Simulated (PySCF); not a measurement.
## Ionisation of 3-bromopropyne

Molecule: 3-bromopropyne, `C#CCBr` (C3H3Br). Optimised structure (Å), atoms numbered from 1:
```
C     1.7119   -0.3308   -0.2778
C     0.5253   -0.1732   -0.0986
C    -0.8922   -0.0030    0.1151
Br   -1.3896    1.8676    0.3962
H     2.7645   -0.4689   -0.4439
H    -1.2327   -0.5441    1.0080
H    -1.4743   -0.3430   -0.7520
```

Level of theory: ωB97X-D3(BJ)/ma-def2-TZVP single points in PySCF, grid level 2; every species was optimised with PBE0-D3(BJ)/def2-SVP. Thermal corrections: PBE0-D3(BJ)/def2-SVP frequencies, unscaled, ideal gas at 298.15 K and 1 bar, quasi-RRHO entropy.

Frontier levels of the parent: HOMO -10.46 eV, LUMO 0.92 eV.

Oxidation to the radical cation:
| Quantity | Value |
| --- | --- |
| Vertical ionisation energy (electronic) | 10.52 eV |
| Adiabatic ionisation energy (with zero-point energy) | 10.41 eV |
| Adiabatic, electronic part | 10.49 eV |
| Vertical gap at the product's structure | 10.33 eV |
| Inner reorganisation energy (four-point) | 186 meV |
| Relaxation of product / of parent | 30 / 156 meV |
| ⟨S²⟩ of the product | 0.759 |
| Largest spin populations | C1 0.45, Br4 0.23, C2 0.17 |
| Largest changes of atomic charge | Br4 0.32, C1 0.28, C2 0.19, H (on C3) 0.09 |
| Distances that move most (Å) | C3–Br4 1.956 → 1.902; C2–C3 1.444 → 1.417; C1–C2 1.210 → 1.230; C3–H 1.098 → 1.117 |
| Potential in dichloromethane | 8.15 V absolute, 3.45 V against Fc+/Fc computed at 4.70 V (solvation -16 → -232 kJ/mol) |

Solvents are IEF-PCM continua (electrostatics only, gas-phase structures); absolute potentials refer to an electron at rest in vacuum. Fc+/Fc in dichloromethane, 4.70 V, is ωB97X-D3(BJ)/ma-def2-TZVP on PBE0-D3(BJ)/def2-SVP structures with GFN2-xTB thermal terms. Benchmark calculations put it near 5.0 V in acetonitrile and DMSO, so it is about 0.3 V low, and the value against it can read up to that much too high.

Measured values (NIST Chemistry WebBook, evaluated or the median of agreeing entries): vertical ionisation energy 10.45 eV (computed 10.52, difference 0.07).

Note: spin-orbit coupling is left out of the energies, which matters for open shells on the heavier atoms; atoms from Ga to Kr are treated without relativity; the split of the reorganisation energy is sensitive to the structures, which come from another level (PBE0-D3(BJ)/def2-SVP).

Hardware: 1 thread of Intel Xeon Platinum 8259CL @ 2.50GHz, shared with other jobs. Command: `OMP_NUM_THREADS=1 python redox_run.py task.json out`. Structures, frequencies and single points: 8 min.
